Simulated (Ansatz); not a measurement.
Computed with frozen-core CCSD(T)/def2-TZVPP // PBE-D3(BJ)/def2-SVP in Ansatz (a first-principles code).

Ansatz 0.2 input:
```yaml
crystal:
  periodic: [false, false, false]
  atoms:
    - { symbol: Ti, position_ang: [-0.004697, -0.001319, 0.001247] }
    - { symbol: C, position_ang: [0.702988, 1.742004, -0.862622] }
    - { symbol: H, position_ang: [-0.129068, 2.281522, -1.366248] }
    - { symbol: H, position_ang: [1.48654, 1.499375, -1.61382] }
    - { symbol: H, position_ang: [1.14138, 2.399455, -0.079723] }
    - { symbol: C, position_ang: [0.058829, -1.530715, -1.392359] }
    - { symbol: H, position_ang: [-0.747076, -2.268509, -1.184751] }
    - { symbol: H, position_ang: [1.04392, -2.044775, -1.343192] }
    - { symbol: H, position_ang: [-0.083323, -1.11505, -2.41421] }
    - { symbol: C, position_ang: [1.189286, -0.494668, 1.618872] }
    - { symbol: H, position_ang: [2.231094, -0.150565, 1.435792] }
    - { symbol: H, position_ang: [1.191411, -1.597318, 1.765008] }
    - { symbol: H, position_ang: [0.801794, -0.006505, 2.539947] }
    - { symbol: C, position_ang: [-1.953825, 0.282613, 0.636846] }
    - { symbol: H, position_ang: [-2.124489, 1.358526, 0.861061] }
    - { symbol: H, position_ang: [-2.142721, -0.31439, 1.555955] }
    - { symbol: H, position_ang: [-2.662047, -0.03967, -0.1578] }
basis:
  gaussian: { orbitals: def2-TZVPP }
correlation:
  method: ccsd_t
```

Output:

```
Functional definition: HF
2106 factors; integrals over basis functions are off by at most 1.2e-3 eV
mean field evaluation 1: about -27388.9000 eV, gradient 6.1e1 eV
mean field evaluation 2: about -27389.0352 eV, gradient 6.1e1 eV
mean field evaluation 4: about -27397.8487 eV, gradient 9.7e0 eV
mean field evaluation 8: about -27398.1707 eV, gradient 6.1e-1 eV
mean field evaluation 16: about -27388.8991 eV, gradient 6.1e1 eV
mean field -27398.17243448 eV, -1006.8642658189 hartree, gradient 1.4e-6 eV, S^2 0.000000; 0 other end points of the search recorded, 0 dependent functions left out
9 core orbitals not correlated
reference -27398.17243448 eV, -1006.8642658189 hartree; 20, 20 occupied and 327, 327 virtual orbitals, 2106 factors
second order -31.77664065 eV of doubles, -0.00000000 eV of singles
cycle   1  -32.11833266 eV  change   -3.4e-1 eV  update   2.0e-1
cycle   2  -33.01578557 eV  change   -9.0e-1 eV  update   1.0e-1
cycle   3  -33.35657792 eV  change   -3.4e-1 eV  update   4.3e-2
cycle   4  -33.35948020 eV  change   -2.9e-3 eV  update   1.5e-2
cycle   5  -33.34613664 eV  change    1.3e-2 eV  update   5.9e-3
cycle   6  -33.34408970 eV  change    2.0e-3 eV  update   2.5e-3
cycle   7  -33.34399776 eV  change    9.2e-5 eV  update   7.5e-4
cycle   8  -33.34411264 eV  change   -1.1e-4 eV  update   3.3e-4
cycle   9  -33.34432038 eV  change   -2.1e-4 eV  update   1.3e-4
cycle  10  -33.34432508 eV  change   -4.7e-6 eV  update   4.0e-5
perturbative correction -1.62390809 eV, -0.0596775217 hartree
Total energy: -27433.14066766 eV, -1008.1493246858 hartree
```

Cost: roughly 2.0 core-hours.
